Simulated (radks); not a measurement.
Spherical quantum dot in the effective-mass picture: electrons in a hard-walled sphere of radius 2.49, with a point charge +2 (a donor) at the centre, all in effective atomic units (hartree* = m*/eps^2 hartree, bohr* = eps/m* bohr), one dielectric constant everywhere. Calculated with a radial shooting solver with Libxc functionals: non-relativistic Kohn-Sham, PBEsol, spin-polarised, spherical densities. Levels are named by radial order and angular momentum (1s, 1p, 1d, 2s, ...), and open shells are averaged over m. Results are scaled to m* = 0.21 and eps = 11.9, for which hartree* = 40.35 meV and bohr* = 2.999 nm.

N = 9, configuration 1s2 1p6 2s(up 1, down 0). This is the lowest configuration that the search found. Occupied and some empty levels:

level,occupation,eigenvalue (meV),<r> (nm)
1s up,1,160.41,3.157
1s down,1,163.44,3.288
1p up,3,202.35,4.593
1p down,3,203.27,4.587
2s up,1,228.95,3.683
2s down,0,233.92,3.614
1d up,0,241.42,4.985
1d down,0,242.46,4.977
1f up,0,289.09,5.235
1f down,0,290.29,5.229
2p up,0,325.86,3.838
2p down,0,327.70,3.868
1g up,0,345.48,5.421
1g down,0,346.81,5.418

Energy (meV): total 787.466, kinetic 630.84, external -690.23, Hartree 1041.6, exchange-correlation -194.71.

Electron density:

r (nm),n(r) (e/nm^3)
0.365,0.09993
0.925,0.04897
1.48,0.02599
2.05,0.01602
2.60,0.01210
3.17,0.01081
3.72,0.01037
4.29,0.009733
4.85,0.008373
5.41,0.006232
5.96,0.003719
6.53,0.001513
7.09,0.0002375
